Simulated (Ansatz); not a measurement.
iodine monochloride (ClI), singlet, geometry from GFN2-xTB (all electrons, no relativity); R2SCAN/STO-3G (Ansatz, a first-principles code).

Input for Ansatz:
Ansatz 0.2 input:
```yaml
crystal:
  periodic: [false, false, false]
  atoms:
    - {symbol: Cl, position_ang: [-0.00000000, -0.00000000, -1.74625450]}
    - {symbol: I, position_ang: [0.00000000, 0.00000000, 0.56011937]}
basis:
  gaussian:
    orbitals: STO-3G
    occupation: {up: {"A1": 18, "A2": 1, "B1": 8, "B2": 8}, down: {"A1": 18, "A2": 1, "B1": 8, "B2": 8}}
hamiltonian:
  xc: r2scan
```

### Question
Predict the main parts of the log of this Ansatz run.

### Answer

```
Functional definition: r2SCAN
377 factors; integrals over basis functions are off by at most 1.1e-5 eV
mean field evaluation 1: about -198747.3899 eV, gradient 1.1e1 eV
mean field evaluation 2: about -198747.4169 eV, gradient 2.1e-2 eV
mean field evaluation 4: about -198747.3786 eV, gradient 3.5e-8 eV
mean field -198747.37857160 eV, -7303.8314466947 hartree, gradient 1.5e-6 eV, S^2 0.000000; 0 other end points of the search recorded, 0 dependent functions left out
reference -198747.37857456 eV, -7303.8314468033 hartree; 35, 35 occupied and 1, 1 virtual orbitals, 377 factors
Total energy: -198747.37857456 eV, -7303.8314468033 hartree
```
